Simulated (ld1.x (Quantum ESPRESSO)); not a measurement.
## u(r) = r·R(r): atom against pseudo-atom (molybdenum)

Columns: radius, all-electron u(r) and pseudo u(r) of the 4s shell (level -82.67 eV) of molybdenum in the configuration [Ar] 3d10 4s2 4p6 4d4 5s0 5p0; BLYP, scalar-relativistic, TM scheme, ld1.x (Quantum ESPRESSO) 7.5.

| r (bohr) | all-electron | pseudo |
| --- | --- | --- |
| 0.105 | -0.3862 | -0.0907 |
| 0.210 | 0.2164 | -0.1865 |
| 0.315 | 0.5992 | -0.2927 |
| 0.420 | 0.3973 | -0.4139 |
| 0.525 | -0.0547 | -0.5523 |
| 0.630 | -0.4993 | -0.7039 |
| 0.735 | -0.8280 | -0.8556 |
| 0.840 | -1.0224 | -0.9840 |
| 0.945 | -1.1016 | -1.0630 |
| 1.050 | -1.0959 | -1.0771 |
| 1.155 | -1.0345 | -1.0296 |
| 1.260 | -0.9416 | -0.9412 |
| 1.365 | -0.8348 | -0.8348 |
| 1.470 | -0.7255 | -0.7255 |
| 1.575 | -0.6211 | -0.6211 |
| 1.680 | -0.5254 | -0.5254 |
| 1.785 | -0.4403 | -0.4403 |
| 1.890 | -0.3660 | -0.3660 |
| 1.995 | -0.3024 | -0.3024 |
| 2.100 | -0.2485 | -0.2485 |
| 2.205 | -0.2032 | -0.2032 |
| 2.310 | -0.1655 | -0.1655 |
| 2.415 | -0.1344 | -0.1344 |
| 2.520 | -0.1088 | -0.1088 |
| 2.625 | -0.0879 | -0.0879 |
| 2.730 | -0.0708 | -0.0708 |

Task: How many radial nodes do the two functions have?

Result: The all-electron 4s function has n − l − 1 = 3 (the table is too coarse to show those close to the nucleus); the pseudo-wave has 0, since the states of the same l below it are removed with the core.

Task: At about which radius was the pseudo-wave matched?

Result: 1.40 bohr. The columns agree to 0.0005 from 1.26 bohr on; several derivatives are matched, so the curves merge somewhat inside the radius.

Task: Is the pseudo-wave norm-conserving?

Result: Yes: the TM scheme keeps the norm inside the radius equal to the all-electron one, which fixes the energy derivative of the logarithmic derivative at the level.
